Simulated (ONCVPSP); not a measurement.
**Scattering properties, ONCV potential for Al**

- Element: aluminium (Al)
- Generator: ONCVPSP 4.0.1
- Type: optimised norm-conserving Vanderbilt (ONCV)
- Functional: PBE
- Relativity: non-relativistic
- Frozen core: [He]
- Valence charge: 11
- Reference configuration: 2s2 2p6 3s2 3p1
- Partial waves: 2s+3s: rc 0.90 bohr, ncon 5, nbas 8, qcut 16.9 1/bohr, 2 projectors; 2p+3p: rc 1.35 bohr, ncon 4, nbas 7, qcut 7.9 1/bohr, 2 projectors
- Local potential: polynomial inside 0.80 bohr (lpopt 3, dvloc0 2 Ha)
- Core correction: none

The phase is arctan(r·R′/R) of the radial function R(r), unwrapped; energies in Ha, scanned from -5 to 5 Ha. A pole is an energy at which the radial function vanishes at the test radius. The pseudo phase is shifted by a multiple of π to meet the all-electron one at the reference energy, and phase errors are pseudo minus all-electron; the curves can meet again beyond the range given. Levels narrower than the energy grid can be missing from the lists of poles.

```csv
channel,radius (bohr),reference energy (Ha),"poles, all-electron","poles, pseudo",unbroken range about the reference energy with phases within 0.05 rad,phase error 1 Ha above the reference energy (rad)
s,0.91,-0.28,-1.91,-1.91,the whole range,+0.000
p,1.37,-0.10,-2.34,-2.34,the whole range,+0.001
```

Phases in the p channel:

```csv
E (Ha),all-electron,pseudo
-4.96,1.212,1.212
-4.72,1.192,1.192
-4.48,1.168,1.168
-4.24,1.138,1.138
-4.00,1.099,1.099
-3.76,1.044,1.044
-3.52,0.958,0.958
-3.28,0.800,0.800
-3.04,0.421,0.421
-2.80,-0.551,-0.551
-2.56,-1.307,-1.307
-2.32,-1.584,-1.584
-2.08,-1.719,-1.719
-1.84,-1.807,-1.807
-1.60,-1.876,-1.876
-1.36,-1.938,-1.938
-1.12,-2.000,-2.000
-0.88,-2.066,-2.066
-0.64,-2.142,-2.142
-0.40,-2.232,-2.232
-0.16,-2.342,-2.342
0.08,-2.482,-2.482
0.32,-2.660,-2.660
0.56,-2.882,-2.882
0.80,-3.140,-3.139
1.04,-3.407,-3.406
1.28,-3.651,-3.650
1.52,-3.853,-3.851
1.76,-4.012,-4.009
2.00,-4.135,-4.132
2.24,-4.230,-4.227
2.48,-4.306,-4.303
2.72,-4.367,-4.364
2.96,-4.418,-4.414
3.20,-4.460,-4.456
3.44,-4.496,-4.491
3.68,-4.527,-4.522
3.92,-4.554,-4.549
4.16,-4.578,-4.573
4.40,-4.600,-4.594
4.64,-4.620,-4.613
4.88,-4.638,-4.631
```
